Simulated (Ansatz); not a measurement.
Te₃Pt₂. The state is a singlet with charge 0. Geometry PBE-D4/def2-SVP; atoms count from 1.

```csv
atom,x (Å),y (Å),z (Å)
Pt1,1.7402,-1.1321,0.2123
Pt2,1.5497,1.2375,-0.7118
Te3,-0.6112,-1.8674,0.1748
Te4,-1.7908,0.3669,1.3784
Te5,-0.8880,1.3952,-1.0535
```

In the def2 sets Pt, Te take a core potential; there is no spin–orbit coupling. The restricted singlet is unstable towards broken spin symmetry in Hartree–Fock (as tested in another run); at PBE0-D4/def2-TZVP this wasn't settled. Another isomer (singlet) lies 0.58 eV lower at PBE0-D4/def2-TZVP; other spin states weren't run for this one.

(1) Estimate the Mulliken populations from the PBE0/def2-TZVP orbitals of Ansatz.

(2) And the Mayer bond orders between heavy atoms (over 0.3)?

Results:

(1) 
```tsv
atom	charge (e)	d electrons
Pt1	0.03	9.00
Pt2	0.03	9.01
Te3	-0.02	–
Te4	-0.04	–
Te5	-0.01	–
```
Mulliken values depend strongly on the basis.

(2) Pt1–Pt2 0.70 (2.55 Å); Pt1–Te3 1.30 (2.46 Å); Pt2–Te5 1.29 (2.47 Å); Te3–Te4 1.07 (2.80 Å); Te4–Te5 1.07 (2.79 Å).
